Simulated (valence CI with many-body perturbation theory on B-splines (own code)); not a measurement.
Results of a calculation; reference values are marked as such.
Sensitivity of CI+MBPT for Sb³⁶⁺

Level of theory: valence CI with perturbative core correlation (CI+MBPT): five valence electrons over a frozen Dirac-Fock core [Ne], a basis of 6 s, 6 p, 5 d, 3 f, 1 g functions for each j, with the one-electron correlation potential Σ1, the two-electron term Σ2, the three-electron term Σ3, Breit, model QED; selected CI, second order for the rest, scaled by the run's own slope (own B-spline code, finite nucleus).

The last digits are not significant, and no measured levels were compared; by estimate large intervals hold to a few tenths of a per cent, small ones and those within an open d or f shell to about a per cent. Among the levels kept, up to 1200 cm⁻¹ of a level comes from second order outside the variational space, and about a tenth of that is noise between levels of different J, which matters for small intervals.

The reference run has the lowest level (3s^2 3p1/2^2 3p3/2) J=3/2 and an ionisation energy of 2429.82 eV. Its largest variational space holds 10001 state functions.

Levels are named by their leading jj configuration (3d3/2^4 stands for four electrons in 3d with j = 3/2), which in mixed levels can hold well under half, so a name can repeat and another be missing. Letters in brackets count levels of one name in rising energy.

Changed runs:
A. scale of Σ2 1 → 0.5
B. averaging of valence orbitals over low configurations on → off
C. size limit of the variational space 10000 → 1500; QED terms on → off
D. start configuration 3s2 3p3 → 3s2 3p4 (bad on purpose)

Excitation energies of the reference run in cm⁻¹, and shifts in cm⁻¹:

```csv
Level,Reference,A,B,C
(3s^2 3p1/2 3p3/2^2) J=3/2,428017,-315,+3.5,-887
(3s^2 3p1/2 3p3/2^2) J=5/2,489063,-185,-0.8,-897
(3s^2 3p1/2 3p3/2^2) J=1/2,564163,-24,-0.6,-872
(3s^2 3p3/2^3) J=3/2,999523,-379,+1.6,-1719
(3s^2 3p1/2^2 3d3/2) J=3/2,1129270,+774,-8.1,+1586
(3s 3p1/2^2 3p3/2^2) J=5/2,1176520,-152,+8.1,+6159
(3s^2 3p1/2^2 3d5/2) J=5/2,1335850,+1288,-17,+2068
(3s 3p1/2^2 3p3/2^2) J=1/2,1363780,+311,+8.5,+7048
(3s 3p1/2^2 3p3/2^2) J=3/2,1377190,+655,+3.5,+5963
(3s^2 3p1/2 3p3/2 3d3/2) J=5/2 [a],1559870,+603,-12,+365
(3s^2 3p1/2 3p3/2 3d3/2) J=3/2 [a],1562100,+574,-5.2,+890
(3s^2 3p1/2 3p3/2 3d3/2) J=1/2 [a],1568940,+581,-6.6,+487
Ionisation energy (eV),2429.82,-0.0073,-0.0016,+0.049
```

Run D: It gave no result: the electrons of core and valence do not add up to the charge. The program said: "core and valence hold 16 electrons, the ion has 15".
